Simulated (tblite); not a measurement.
Start geometry of `COC[Si]1(O)SC=CS1` from a force field or distance geometry (Å):
```
atom  x, y, z in Å
C1     2.779    0.935    0.139
O2     1.834    0.195    0.862
C3     0.838   -0.145   -0.057
Si4   -0.502   -1.127    0.703
O5    -0.054   -2.622    1.375
S6    -1.738    0.061    2.008
C7    -2.801    0.742    0.772
C8    -2.950    0.182   -0.348
S9    -2.099   -1.326   -0.747
H10    3.590    1.224    0.847
H11    3.175    0.321   -0.694
H12    2.300    1.840   -0.305
H13    0.396    0.812   -0.431
H14    1.294   -0.705   -0.903
H15    0.937   -2.711    1.523
H16   -3.359    1.709    1.034
H17   -3.647    0.628   -1.136
```

Q: What comes out of this run: GFN2-xTB geometry optimisation, gas phase (tblite 0.8.0)?

A: 
```
atom  x, y, z in Å
C1     3.2899    0.2850    0.0814
O2     2.0307   -0.1704    0.5132
C3     0.9541    0.4314   -0.1811
Si4   -0.5971   -0.3538    0.6009
O5    -0.1325   -1.4456    1.6989
S6    -1.9543    1.0584    1.4954
C7    -3.3875    0.4700    0.6919
C8    -3.3808   -0.4750   -0.2420
S9    -1.9374   -1.2742   -0.8108
H10    4.0343   -0.2403    0.6766
H11    3.4447    0.0633   -0.9808
H12    3.3911    1.3655    0.2356
H13    0.9837    1.5201   -0.0546
H14    1.0327    0.2220   -1.2547
H15    0.7991   -1.5801    1.8758
H16   -4.2951    0.9482    1.0162
H17   -4.2825   -0.8126   -0.7223
```

The energy falls by 1.048 eV over 172 L-BFGS steps, the largest force on an atom goes from 5.28 to 0.010 eV/Å, and the atoms move by 1.000 Å rms after alignment. The bond that changes most is Si4–O5 (oxygen-bound silicon to silanol oxygen), which shortens by 0.083 Å. Bonds longer at the end by more than 0.005 Å: 4 of 17; shorter: 12. Among the angles that change most is O2–C3–Si4, from 112.3° to 104.0°. Among the dihedrals that turn most is O2–C3–Si4–S9, from 172° to -126°. Rotational constants go from 1444, 698.2, 664.5 to 1877, 638.3, 561.4 MHz. The orientation of the end geometry is arbitrary; only internal coordinates are fixed.

Its GFN2-xTB frequencies are all real (lowest 18 cm⁻¹). The numbers are those of one conformer.

All values are computed, not measured.
